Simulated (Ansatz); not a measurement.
KRb, closed-shell singlet (lowest of 2S+1 = 1, 3 at CCSD(T)/def2-TZVPP on PBE0 minima; our sources give no spin for the ground state, which may be another), most abundant isotopes (38.9637 and 84.9118 u). Constants from fifth-degree fits in 1/R to seven points on the lowest solution found; no spin–orbit coupling, no relativity up to Kr; ω_e x_e and α_e move by some per cent with the fit.

Correlated levels freeze the inner cores; with def2 sets outer-core shells near the valence are correlated too.

Programs: Ansatz (Gaussian orbitals). Values without a source in brackets are computed. In def2 rows elements past Kr take small-core potentials, without spin–orbit coupling.

```json
[
 {"level": "PBE/def2-TZVPP", "r_e (Å)": "4.1405", "ω_e (cm⁻¹)": "72.5", "ω_e x_e (cm⁻¹)": "0.178", "α_e (cm⁻¹)": "0.000112"},
 {"level": "CCSD(T)/def2-QZVPP", "r_e (Å)": "4.0995", "ω_e (cm⁻¹)": "75.2", "ω_e x_e (cm⁻¹)": "0.199", "α_e (cm⁻¹)": "9.79e-5"}
]
```

Q: Derive the rotational constants, the centrifugal constant, the fundamental, the zero-point energy and the force constant.

A: 
μ = 26.70809 u.
- PBE/def2-TZVPP: B_e = 16.8576/(μ r_e²) = 0.036817 cm⁻¹; B₀ = B_e − α_e/2 = 0.036761 cm⁻¹; D = 4B_e³/ω_e² = 3.79e-08 cm⁻¹; fundamental ω_e − 2ω_e x_e = 72 cm⁻¹; zero-point energy ω_e/2 − ω_e x_e/4 = 36 cm⁻¹; k = μ(2πcω_e)² = 8.28 N/m; the line J = 1 ← 0 at 2B₀ = 2.204 GHz
- CCSD(T)/def2-QZVPP: B_e = 16.8576/(μ r_e²) = 0.037557 cm⁻¹; B₀ = B_e − α_e/2 = 0.037508 cm⁻¹; D = 4B_e³/ω_e² = 3.74e-08 cm⁻¹; fundamental ω_e − 2ω_e x_e = 75 cm⁻¹; zero-point energy ω_e/2 − ω_e x_e/4 = 38 cm⁻¹; k = μ(2πcω_e)² = 8.91 N/m; the line J = 1 ← 0 at 2B₀ = 2.249 GHz

Doubts at one or more of the structures used: a restricted determinant that unrestricted orbitals would lower (CCSD(T)/def2-QZVPP).

Ansatz is a program for electronic structure.
